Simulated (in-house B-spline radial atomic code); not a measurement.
Configurations of Cr, with energies counted from [Ar] (3d3/2)4 (3d5/2)1 4s1. Method: Dirac-Hartree-Fock, average of each configuration as written, Fermi nucleus of rms radius 3.6452 fm. Calculated with a B-spline radial code for spherical atoms. Energies include first-order Breit, QED and recoil terms.

Occupations are held fixed; configurations that lie above the ionisation limit could autoionise.

```tsv
configuration	E - E(ref) (eV)	highest orbital	its <r> (bohr)
[Ar] (3d3/2)3 (3d5/2)2 4s1	0.50575	4s1/2	3.795
[Ar] (3d3/2)2 (3d5/2)3 4s1	0.71121	4s1/2	3.792
[Ar] (3d5/2)5 8s1	5.409	8s1/2	47.45
[Ar] (3d3/2)2 (3d5/2)2 4s1 (8p3/2)1	5.5343	8p3/2	53.18
[Ne] 3s2 (3p1/2)2 (3p3/2)3 (3d3/2)3 (3d5/2)2 4s2	44.732	4s1/2	3.409
```

Q: Order these further configurations by energy, lowest first.
A. [Ar] (3d5/2)5 5s1
B. [Ar] (3d3/2)3 (3d5/2)1 4s1 (5g9/2)1
C. [Ne] 3s2 (3p1/2)1 (3p3/2)4 (3d3/2)1 (3d5/2)4 4s1 (4f7/2)1
D. [Ar] (3d3/2)2 (3d5/2)2 4s1 (7g7/2)1
E. [Ar] (3d3/2)2 (3d5/2)3 (5f5/2)1

A: A (3.8365 eV), B (4.9999 eV), D (5.6343 eV), E (5.7998 eV), C (50.612 eV).

Q: How far above the reference does [Ne] 3s2 (3p1/2)2 (3p3/2)3 (3d3/2)3 (3d5/2)2 4s1 (6f5/2)1 lie?

A: 50.809 eV; its least bound orbital is 6f5/2 with <r> = 47.92 bohr.
